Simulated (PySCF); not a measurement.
Cost of excited-state runs on `C1=[CH][GeH2][CH]=C1`, C4H6Ge

Cartesian coordinates in Å; atom numbers follow the order of the lines, from 1:
```xyz
11

C    -1.046    0.747   -0.430
C     0.168    1.300   -0.337
Ge    1.414   -0.056    0.305
C    -0.086   -1.303    0.349
C    -1.183   -0.658   -0.060
H    -1.924    1.284   -0.763
H     0.356    2.329   -0.590
H     2.045    0.233    1.635
H     2.517   -0.415   -0.646
H    -0.098   -2.339    0.641
H    -2.158   -1.119   -0.130
```

PySCF with density fitting, on 1 thread of an Intel Xeon, shared host. Command: `OMP_NUM_THREADS=1 python excited_run.py task.json out`

Problem. How long does each of these runs take, and how much memory?
- vibronic structure, LC-wPBE/def2-SVP; Tamm-Dancoff
- vibronic structure, LC-wPBE/def2-SVP; Tamm-Dancoff

Solution. 
```
               run             level  basis functions  wall time  peak memory (GiB)
vibronic structure  LC-wPBE/def2-SVP              118       32 s               0.58
vibronic structure  LC-wPBE/def2-SVP              118       18 s               0.64
```
Times from a shared host are rough.
